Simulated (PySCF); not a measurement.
**Two-component Hartree-Fock for Sm⁵²⁺ (samarium, charge +52)**

Start: [Ne]. Calculated with PySCF 2.14 in an even-tempered Gaussian basis (17 s from 32 bohr⁻², ratio 2.4; 13 p from 42 bohr⁻², ratio 2.4; 5 d from 150 bohr⁻², ratio 2.6; 4 f from 230 bohr⁻², ratio 2.6): generalised Hartree-Fock with the X2C-1e Hamiltonian and a Gaussian nucleus; one run each with spin-orbit coupling (SO) switched off, then screened by Boettger's factors.

```json
{"spinor shell": "1s1/2", "electrons": "2", "ε, spin-free (eV)": "-51037.3", "ε, screened SO (eV)": "-51031.4", "weight of nominal j (screened SO)": "1.000", "rms radius, screened SO (bohr)": "0.0259"}
{"spinor shell": "2s1/2", "electrons": "2", "ε, spin-free (eV)": "-11504.5", "ε, screened SO (eV)": "-11503.1", "weight of nominal j (screened SO)": "1.000", "rms radius, screened SO (bohr)": "0.103"}
{"spinor shell": "2p1/2", "electrons": "2", "ε, spin-free (eV)": "-10695.4", "ε, screened SO (eV)": "-11136.2", "weight of nominal j (screened SO)": "1.000", "rms radius, screened SO (bohr)": "0.0879"}
{"spinor shell": "2p3/2", "electrons": "4", "ε, spin-free (eV)": "-10695.4", "ε, screened SO (eV)": "-10506.1", "weight of nominal j (screened SO)": "1.000", "rms radius, screened SO (bohr)": "0.0936"}
```

| quantity | spin-free | screened SO |
| --- | --- | --- |
| E (hartree) | -7500.66728 | -7505.48458 |
| M_J | 0 | 0 |
| ⟨J²⟩ | 0.000 | 0.000 |
| ⟨L²⟩ | 0.000 | 0.015 |
| ⟨S²⟩ | 0.000 | 0.015 |

Breit and QED terms are absent; they matter most for the inner s and p1/2 levels.

Densities and radii are taken from the X2C orbitals without a picture-change correction, which distorts them close to the nucleus.

Without spin-orbit coupling the j labels of p, d and f shells carry no meaning; the spin-free column gives the mean over the occupied spinors of each nl shell.
